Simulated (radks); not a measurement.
Ionisation of neutral tantalum, [Xe] 4f14 5d3 6s2, to [Xe] 4f14 5d3 6s1 as the strength of local exchange is varied. Method: scalar-relativistic Kohn-Sham, Slater X-alpha exchange (alpha = 2/3 is LDA exchange), no correlation, spin-polarised, spherical densities, finite nucleus; open shells are filled with parallel spins first (spin-orbit coupling, left out, can overturn this in heavy ions); Fermi nuclear charge, rms radius 5.3507 fm; computed with a radial shooting solver on a logarithmic mesh with Libxc functionals.

| alpha | E(Ta) (hartree) | exchange (hartree) | IE (eV) | -e of the level emptied (eV) | <r> of it (bohr) |
|---|---|---|---|---|---|
| 0.581 | -15547.1603 | -259.2918 | 5.870 | 3.409 (6s) | 3.584 |
| 0.604 | -15557.4778 | -269.7529 | 5.949 | 3.493 (6s) | 3.573 |
| 0.635 | -15571.3959 | -283.8761 | 6.058 | 3.611 (6s) | 3.556 |
| 0.667 | -15585.7772 | -298.4830 | 6.174 | 3.737 (6s) | 3.539 |
| 0.839 | -15663.3256 | -377.4854 | 6.848 | 4.484 (6s) | 3.439 |
| ? | -15728.1171 | -443.7944 | 7.469 | 5.183 (6s) | 3.350 |

Which alpha was used in the last row?

Answer. alpha = 0.982. NIST Atomic Spectra Database: 7.550 eV (measured). The central value is not met in this range of alpha. Open shells are spherical and high-spin; term and fine-structure splittings are not resolved. Spin-orbit splitting is averaged out at the scalar-relativistic level.
